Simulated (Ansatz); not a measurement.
Consider the redistribution: `[NH]=[Nb]([F])([F])[Cl]` + `C[S][AlH][Cl]` → `[NH]=[Nb]([F])([Cl])[Cl]` + `C[S][AlH][F]`.

Isolated molecules relaxed with PBE0-D4/def2-TZVP in Ansatz; ΔE leaves out vibrations. CCSD(T)/CBS adds triple-zeta CCSD(T) − MP2 to the extrapolated MP2 energy (def2 sets, frozen cores). This one scheme is used for every species. DFT in def2-TZVPP. B3LYP here is the variant with VWN-RPA as its local correlation; programs differ in this. HSE06 is defined as in plane-wave codes. def2 core potentials past Kr. For Nb outer-core shells are correlated without core-valence functions, which leaves a few kJ/mol of doubt a bond. Each species was taken in one conformer, which may not be the lowest.

Is it downhill or uphill in electronic energy at CCSD(T)/CBS, and by how much? (An estimate is asked.)

Computed: Downhill: ΔE = -19.9 kJ/mol.

What do these levels give: B3LYP-D4, r2SCANh-D4, HSE06-D4, B2PLYP, BLYP, B3LYP, r2SCANh, HSE06, HF/def2-SVP, CCSD(T)/def2-SVP, HF/CBS(def2), CCSD/CBS(def2)? (Estimate.)

Computed: B3LYP-D4 -13.7, r2SCANh-D4 -10.3, HSE06-D4 -9.8, B2PLYP -17.9, BLYP -10.9, B3LYP -12.3, r2SCANh -10.1, HSE06 -9.0, HF/def2-SVP -2.0, CCSD(T)/def2-SVP -8.8, HF/CBS(def2) -12.4, CCSD/CBS(def2) -18.0 kJ/mol.

Largest T1 diagnostic among the species: 0.020, so the coupled-cluster value is less sure than usual.

In def2-TZVPP, CCSD(T) changes the Hartree–Fock value by −8.9 kJ/mol (the triples alone add −1.9 kJ/mol) and MP2 by −19.5 kJ/mol. At CCSD(T), def2-SVP lies +11.1 kJ/mol from the extrapolated value and def2-TZVPP +1.3 kJ/mol. Leaving LDA and LC-ωPBE aside and taking each functional with its dispersion term where it has one, the values, not all of them listed here, spread over 12.3 kJ/mol, from B2PLYP to ωB97X-V. LDA lies −3.1 kJ/mol from PBE without D4.
